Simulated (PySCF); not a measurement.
Species: C₇H₇ (doublet state).
SMILES with atom numbers: `[CH:1]1=[CH:2][CH2:3][C:4]2[CH2:5][C:6]2=[CH:7]1` (hydrogens: H8 on C1; H9 on C2; H10, H11 on C3; H12, H13 on C5; H14 on C7)

Cartesian coordinates in Å at the PBE0-D3(BJ)/def2-SVP level; atoms count from 1:
```xyz
14
C7H7 angstrom
C     -1.5924    0.6429    0.0106
C     -1.4509   -0.7185    0.1243
C     -0.1242   -1.4459    0.1327
C      0.9200   -0.4158   -0.0034
C      2.1587    0.4070   -0.1381
C      0.7399    0.8918   -0.1112
C     -0.4918    1.5536   -0.1164
H     -2.6066    1.0531    0.0171
H     -2.3516   -1.3329    0.2154
H     -0.0101   -2.0473    1.0595
H     -0.0841   -2.2036   -0.6782
H      2.8120    0.5728    0.7352
H      2.7209    0.4110   -1.0874
H     -0.6411    2.6307   -0.2045
```

Jobs on this species (14 atoms, 49 electrons) with PySCF (density fitting). Hardware of each: x86-64 server, one thread (shared host). Times come from a shared host and carry two figures at best.

| level and settings | work | basis functions | SCF cycles | wall time |
| --- | --- | --- | --- | --- |
| UKS HF, IGLO-III on C, pcH-1 on H, non-relativistic, mean-field spin-orbit, GIAO | unrestricted SCF, g, hyperfine | 315 | ? | ? |
| UKS CAM-B3LYP, IGLO-III on C, pcH-1 on H, non-relativistic, mean-field spin-orbit, GIAO | unrestricted SCF, g, hyperfine | 315 | 15 | 96 s |
| UKS BHandHLYP, IGLO-III on C, pcH-1 on H, non-relativistic, mean-field spin-orbit, GIAO | unrestricted SCF, g, hyperfine | 315 | 16 | 74 s |
| UKS B3LYP, IGLO-III on C, pcH-1 on H, non-relativistic, mean-field spin-orbit, GIAO | unrestricted SCF, g, hyperfine | 315 | 15 | 77 s |
| UKS PBE, IGLO-III on C, pcH-1 on H, non-relativistic, mean-field spin-orbit, GIAO | unrestricted SCF, g, hyperfine | 315 | 16 | 41 s |
| UKS PBE0, IGLO-III on C, pcH-1 on H, non-relativistic, mean-field spin-orbit, GIAO | unrestricted SCF, g, hyperfine | 315 | 15 | 73 s |
| PBE0-D3(BJ)/def2-SVP, grid level 1 | geometry optimisation from a GFN2-xTB start | 133 | 53 | 72 s |

Fill in the missing figures.

- UKS HF, IGLO-III on C, pcH-1 on H, non-relativistic, mean-field spin-orbit, GIAO; unrestricted SCF, g, hyperfine: 55 s, 17 SCF cycles

What do all jobs in the table cost together?

About 8.1 min; the longest takes about 20 % of that, and about 2.3 times as long as the shortest.
